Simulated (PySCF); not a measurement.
How methods differ on the ionisation energy of V⁺

V⁺ [Ar] 3d4 (5D) → V²⁺ [Ar] 3d3 (4F), as a difference of total energies. Computed with PySCF 2.14 in def2-SVP (5s3p2d1f, 31 functions), with the non-relativistic Hamiltonian (point nucleus). Correlated levels: valence: [Ar] frozen. The calculations carry no spin-orbit coupling.

```csv
method,ionisation energy (eV),difference from reference (eV)
UHF,13.074,-1.560
B3LYP,14.836,+0.202
r2SCAN,14.623,-0.011
MP2 (valence),13.633,-1.001
SCS-MP2 (valence),13.260,-1.374
```

Reference: 14.634 ± 0.007 eV (measured; NIST Atomic Spectra Database, ionization energies).

These non-relativistic numbers lack the scalar-relativistic shift.

The reference lies between the lowest fine-structure levels, while these numbers refer to the centres of the terms.

Errors of the correlated levels include the incompleteness of this basis and the frozen core.
